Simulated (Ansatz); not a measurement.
A nudged elastic band was laid between two geometries of ClGaH4OSi (8 atoms, charge 0, multiplicity 1).

Method: RKS PBE-D4/def2-SVP in Ansatz.

| Quantity | Value |
| --- | --- |
| movable images | 5 |
| climbing image | yes |
| spring | 5.0 eV/Å² |
| optimiser | quadratic models (default) |
| start path | through a guess of the saddle point |
| force threshold | 0.05 eV/Å |
| iteration limit | 60 |
| end points | relaxed |

Initial state:

```xyz
8
Properties=species:S:1:pos:R:3
O -0.737 2.177 -0.877
Ga -0.504 0.391 -0.825
Si 0.598 -0.964 0.826
Cl -1.403 -0.516 -2.576
H -0.348 2.630 -0.106
H 1.126 -0.116 1.951
H 1.741 -1.695 0.177
H -0.381 -1.964 1.376
```

Final state:

```xyz
8
Properties=species:S:1:pos:R:3
O -0.077 2.187 -0.629
Ga -0.476 0.432 -0.605
Si 0.631 -1.069 0.897
Cl -2.006 -0.144 -2.050
H -0.597 2.674 -1.295
H 0.599 -0.505 2.290
H 2.063 -1.223 0.462
H -0.046 -2.409 0.875
```

(1) Which bonds break or form, and what moves?

(2) Give the energies along the band, and the barrier.

(3) What is the geometry of the highest image?

The band took 16 iterations and roughly 2.3 core-minutes.

Results:

(1) No bond is made or broken. The dihedral H5–O1–Ga2–Cl4 goes from 180 to 0°.

(2) It converged. The highest image is number 4 of 0 to 6, 0.156 eV above the first end and 0.233 eV above the last; the last end lies 0.077 eV below the first. Beside the main top the profile has a ripple of under 15 meV (maxima at images 2, 4), which may be a very shallow well or noise. The dihedral H5–O1–Ga2–Cl4 jumps by 98° between images 4 and 5, so the path isn't resolved there. A vibrational analysis at the climbing image gives one clearly imaginary mode, 399i cm⁻¹: a first-order saddle point.

```
image  path coordinate (Å)  energy (eV)  dihedral H5–O1–Ga2–Cl4 (°)
    0                 0.00        0.000                         180
    1                 1.01        0.004                         180
    2                 2.03        0.008                        -180
    3                 3.04        0.004                        -180
    4                 4.05        0.156                         -98
    5                 5.18       -0.079                           0
    6                 6.32       -0.077                           0
```

(3) 
```xyz
8
Properties=species:S:1:pos:R:3
O -0.256 2.216 -0.871
Ga -0.627 0.480 -0.555
Si 0.604 -1.014 0.870
Cl -2.520 -0.168 -1.419
H 0.339 2.417 -1.614
H -0.055 -1.034 2.223
H 2.027 -0.553 1.020
H 0.579 -2.401 0.290
```

The run took 73 s on 2 threads of Intel(R) Xeon(R) 6975P-C (Granite Rapids) (shared host), peak memory 0.17 GiB.
